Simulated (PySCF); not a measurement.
# Vanadium: highly charged ions in a basis for the neutral atom

V¹²⁺ [Ne] 3s1, V¹³⁺ [Ne]. Computed with PySCF 2.14 in aug-cc-pVDZ-DK (7s6p4d2f, 59 functions), with the spin-free X2C one-electron Hamiltonian (Gaussian nucleus). No spin-orbit coupling, so a gap to NIST mixes the basis error with missing relativistic terms.

Changed run: basis of the neutral atom used for a highly charged ion. This setting is unsound on purpose.

| species | method | sound run (hartree) | changed run (hartree) | converged |
| --- | --- | --- | --- | --- |
| V¹²⁺ | UHF | not run | -889.27731 | yes |
| V¹²⁺ | M06-2X | not run | -889.75983 | yes |
| V¹²⁺ | PBE | not run | -889.46513 | yes |
| V¹³⁺ | UHF | not run | -877.07253 | yes |
| V¹³⁺ | M06-2X | not run | -877.50568 | yes |
| V¹³⁺ | PBE | not run | -877.19267 | yes |

Ionisation energy of V¹²⁺:

| method | changed run (eV) | NIST (eV) |
| --- | --- | --- |
| UHF | 332.11 | 336.27 |
| M06-2X | 333.45 | 336.27 |
| PBE | 333.95 | 336.27 |

The contracted functions were made for the neutral atom and can be too rigid for a highly charged ion.
